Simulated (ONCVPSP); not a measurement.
# nickel (Ni): one change to an ONCV potential, before and after

* Element: Ni
* Generator: ONCVPSP 4.0.1
* Type: optimised norm-conserving Vanderbilt (ONCV)
* Functional: PBE
* Relativity: scalar-relativistic
* Frozen core: [Ne] 3s2
* Valence charge: 16
* Reference configuration: 3p6 3d8 4s2
* Partial waves: 4s: rc 1.80 bohr, ncon 4, nbas 9, qcut 2.9 1/bohr, 2 projectors, debl 0.3 Ha; 3p: rc 0.70 bohr, ncon 5, nbas 8, qcut 12.1 1/bohr, 3 projectors, debl 0.5 Ha; 3d: rc 1.55 bohr, ncon 3, nbas 7, qcut 11.1 1/bohr, 2 projectors, debl 1.5 Ha; f scattering state at 0.12 Ha: rc 1.65 bohr, ncon 5, nbas 9, qcut 5.9 1/bohr, 2 projectors, debl 2.2 Ha
* Local potential: polynomial inside 0.65 bohr (lpopt 5, dvloc0 2 Ha)
* Core correction: none

In the p channel the program set the typed energies aside and used -2.623, 0.250, 0.750 Ha.

Change: s: rc 2.3.

Cutoffs: the cutoffs (Ha) at which the residual kinetic energy of the hardest occupied pseudo-wave falls to 1 and 0.1 mHa per electron; they do not see the model core or the augmentation charge, which bear on the density cutoff. Errors are all-electron minus pseudo energies relative to the spin-unpolarised reference configuration.

Problem. Predict the effect on cutoff, ghosts and configuration errors.

Solution. The potential gets neither clearly harder nor softer (84 Ha and 264 Ha → 84 Ha and 264 Ha); both files keep a bound ghost (p, s); of the 4 tests that both files solve, the error grows in 1 and shrinks in 2 by more than 15 % and 0.3 meV (median size 61.4 → 18.8 meV).

```tsv
quantity	base	changed
cutoff, loose	84 Ha	84 Ha
cutoff, tight	264 Ha	264 Ha
loose cutoff by channel	s 5.7 Ha, p 84 Ha, d 45 Ha	s 4.3 Ha, p 84 Ha, d 45 Ha
bound ghosts	s, p	s, p
GHOST(+) flags under 300 eV	f at 93.3 eV	f at 93.3 eV
error for 3p6 3d8 4s1, meV [ΔE 9.32 eV]	-3.3	-3.0
error for 3p6 3d8 4s0, meV [ΔE 26.67 eV]	-13	-18
error for 3p6 3d7 4s0, meV [ΔE 64.14 eV]	+110	+19
error for 3p6 3d6 4s0, meV [ΔE 121.70 eV]	+563	+362
p: phases at 0.71 bohr within 0.05 rad from the reference energy up to (Ha; the scan ends near 5)	to the end of the scan	to the end of the scan
d: phases at 1.57 bohr within 0.05 rad from the reference energy up to (Ha; the scan ends near 5)	to the end of the scan	to the end of the scan
f: phases at 1.68 bohr within 0.05 rad from the reference energy up to (Ha; the scan ends near 5)	3.3	3.3
```

 A true bound ghost makes a file unfit for plane-wave use even where its test errors are small: the radial tests pick states by their node count and pass the ghost by.
